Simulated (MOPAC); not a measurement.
MOPAC input (AM1):

```
AM1 PRECISE GNORM=0.05 LET XYZ GEO-OK AUX(PRECISION=9) THREADS=1
NP

N    -0.00000000 1   -0.00000000 1   -1.01096879 1
P     0.00000000 1    0.00000000 1    0.47178544 1
```

Output:

```
 *******************************************************************************
 **                                                                           **
 **                              MOPAC v23.2.5                                **
 **                                                                           **
 *******************************************************************************
 ** MOPAC's Digital Object Identifier: https://doi.org/10.5281/zenodo.6511958 **
 **                                                                           **
 ** Please cite the open-source release paper for use of this MOPAC version:  **
 ** J. E. Moussa and J. J. P. Stewart (2026)                                  **
 ** MOPAC: An open-source semiempirical molecular orbital program             **
 ** J. Open Source Softw., 11(119), 8025, https://doi.org/10.21105/joss.08025 **
 *******************************************************************************

                              AM1 CALCULATION RESULTS

 *******************************************************************************
 *  AM1        - The AM1 Hamiltonian to be used
 *  GEO-OK     - OVERRIDE INTERATOMIC DISTANCE AND OTHER SAFETY CHECKS
 *  LET        - OVERRIDE SOME SAFETY CHECKS
 *  PRECISE    - TIGHTER CRITERIA TO BE USED
 *  XYZ        - CARTESIAN COORDINATE SYSTEM TO BE USED
 *  GNORM      - EXIT WHEN GRADIENT NORM DROPS BELOW 0.050
 *  AUX        - OUTPUT AUXILIARY INFORMATION
 *******************************************************************************
AM1 PRECISE GNORM=0.05 LET XYZ GEO-OK AUX(PRECISION=9) THREADS=1
 NP

   ATOM   CHEMICAL          X               Y               Z
  NUMBER   SYMBOL      (ANGSTROMS)     (ANGSTROMS)     (ANGSTROMS)

     1       N         -0.00000000  *  -0.00000000  *  -1.01096879  *
     2       P          0.00000000  *   0.00000000  *   0.47178544  *

          CARTESIAN COORDINATES

    NO.       ATOM           X           Y           Z

     1         N         -0.0000     -0.0000     -1.0110
     2         P          0.0000      0.0000      0.4718

  N: (AM1): M.J.S. DEWAR ET AL, J. AM. CHEM. SOC. 107 3902-3909 (1985)
  P: (AM1): M.J.S.DEWAR, JIE, C, THEOCHEM, 187, 1 (1989)

           Empirical Formula: N P  =     2 atoms

      MOLECULAR POINT GROUP   :   C*v

      RHF CALCULATION, NO. OF DOUBLY OCCUPIED LEVELS = 5

          Geometry optimization using EF

          DIAGONAL MATRIX USED AS START HESSIAN

 CYCLE:     1  GRAD.:   260.205 HEAT:  42.46045
 CYCLE:     2  GRAD.:   803.724 HEAT:  78.97174
 CYCLE:     3  GRAD.:    94.324 HEAT:  33.57979
 CYCLE:     4  GRAD.:    28.974 HEAT:  32.59367
 CYCLE:     5  GRAD.:     1.913 HEAT:  32.49775
 CYCLE:     6  GRAD.:     0.034 HEAT:  32.49734

     GRADIENT =  0.03375 IS LESS THAN CUTOFF =  0.05000

 -------------------------------------------------------------------------------
 AM1 PRECISE GNORM=0.05 LET XYZ GEO-OK AUX(PRECISION=9) THREADS=1
 NP

     GEOMETRY OPTIMISED USING EIGENVECTOR FOLLOWING (EF).
     SCF FIELD WAS ACHIEVED

                              AM1 CALCULATION
                                                       MOPAC v23.2.5 Linux

          FINAL HEAT OF FORMATION =         32.49734 KCAL/MOL =     135.96885 KJ/MOL

          COSMO AREA              =         66.55 SQUARE ANGSTROMS
          COSMO VOLUME            =         49.42 CUBIC ANGSTROMS

          GRADIENT NORM           =          0.03375          =       0.02387 PER ATOM
          IONIZATION POTENTIAL    =         12.082253 EV
          HOMO LUMO ENERGIES (EV) =        -12.082 -0.316
          NO. OF FILLED LEVELS    =          5
          MOLECULAR WEIGHT        =         44.9805         POINT GROUP:  C*v

          MOLECULAR DIMENSIONS (Angstroms)

            Atom       Atom       Distance
            P     2    N     1     1.38180
            P     2    N     1     0.00000
            N     1    P     2     0.00000

          SCF CALCULATIONS        =          7

   ATOM   CHEMICAL          X               Y               Z
  NUMBER   SYMBOL      (ANGSTROMS)     (ANGSTROMS)     (ANGSTROMS)

     1       N          0.00000000  *   0.00000000  *  -0.96049332  *
     2       P          0.00000000  *   0.00000000  *   0.42130997  *

                             CARTESIAN COORDINATES

   1    N        0.000000000     0.000000000    -0.960493316
   2    P        0.000000000     0.000000000     0.421309967

           Empirical Formula: N P  =     2 atoms

      MOLECULAR POINT GROUP   :   C*v

                  EIGENVALUES
 -31.99012 -16.41034 -13.04293 -13.04293 -12.08225  -0.31603  -0.31603   2.99237

              NET ATOMIC CHARGES AND DIPOLE CONTRIBUTIONS

  ATOM NO.   TYPE          CHARGE      No. of ELECS.   s-Pop       p-Pop
    1          N          -0.235828        5.2358     1.87367     3.36216
    2          P           0.235828        4.7642     1.85627     2.90790
 DIPOLE           X         Y         Z       TOTAL
 POINT-CHG.     0.000     0.000     1.565     1.565
 HYBRID         0.000    -0.000    -1.011     1.011
 SUM            0.000    -0.000     0.554     0.554

          ATOMIC ORBITAL ELECTRON POPULATIONS

     Atom    s        px        py        pz
    1  N   1.87367   1.04903   1.04903   1.26411
    2  P   1.85627   0.95097   0.95097   1.00595

 **********************
 *                    *
 * JOB ENDED NORMALLY *
 *                    *
 **********************

 == MOPAC DONE ==
```

The geometry given is a B3LYP-D3(BJ)/def2-TZVP minimum.
